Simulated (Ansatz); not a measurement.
CH₃FOSi (`F[SiH]1CO1`). The species carries charge 0 and has multiplicity 1.

Z-matrix (Å, degrees):
```
Si
C 1 1.790
O 1 1.634 2 51.9
F 1 1.584 2 121.7 3 102.6
H 1 1.469 2 127.6 3 -100.2
H 2 1.088 1 121.1 3 -98.1
H 2 1.087 1 123.7 3 97.4
```

Q: List the harmonic frequencies (cm⁻¹, unscaled) at PBE0-D4/def2-TZVP in Ansatz. (Best estimate.)

A: Ansatz gave: 249, 299, 582, 737, 754, 786, 850, 904, 1079, 1100, 1150, 1462, 2312, 3107, 3189.

Q: Is this a minimum?

A: Yes, all 15 modes are real.

Q: Give the ideal-gas thermochemistry at 298.15 K and 1 bar (rigid rotor, harmonic oscillator; point group C1, symmetry number 1).

A: Zero-point energy 111.0 kJ/mol; H(298) − E = 125.0 kJ/mol; entropy 285.6 J/(mol·K), of which translation 163.2, rotation 102.0, vibration 20.4; G(298) − E = 39.8 kJ/mol.

Q: And at 400, 500, 600, 800 and 1000 K?

A: 
```csv
T (K),H − E (kJ/mol),S (J/mol/K),G − E (kJ/mol)
400,132.9,308.3,9.6
500,142.0,328.6,-22.3
600,152.2,347.1,-56.1
800,174.8,379.6,-128.9
1000,199.6,407.2,-207.6
```
